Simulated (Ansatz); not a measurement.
Reaction (cleavage of the Si–Si bond): `[GeH3][SiH2][SiH2][SiH2][GeH3]` + H₂S → `S[SiH2][GeH3]` + `[SiH3][SiH2][GeH3]`

Calculated with Ansatz (gas phase, PBE0-D4/def2-TZVP geometries, no zero-point term in ΔE). CBS: MP2 limit from def2 TZ/QZ plus the TZ coupled-cluster correction, frozen cores. This one scheme is used for every species. DFT in def2-TZVPP. For Ge outer-core shells are correlated without core-valence functions, which leaves a few kJ/mol of doubt a bond. Scalar relativity is left out up to krypton. Each species was taken in one conformer, which may not be the lowest.

```csv
level,ΔE (kJ/mol)
B97M-V,-34.5
r2SCANh-D4,-36.5
HF/def2-TZVPP,-59.1
CCSD/CBS(def2),-38.8
```

Task: What does CCSD(T)/CBS give? (Best estimate.)

Result: Computed: -35.7 kJ/mol. The listed levels differ from it by 1.2, -0.8, -23.4, -3.1 kJ/mol.

Largest T1 diagnostic among the species: 0.013.

In def2-TZVPP, CCSD(T) changes the Hartree–Fock value by +25.7 kJ/mol (the triples alone add +3.1 kJ/mol) and MP2 by +20.0 kJ/mol. Leaving LDA and LC-ωPBE aside and taking each functional with its dispersion term where it has one, the values, not all of them listed here, spread over 18.0 kJ/mol, from B2PLYP to PBE-D4. LDA lies +7.6 kJ/mol from PBE without D4.
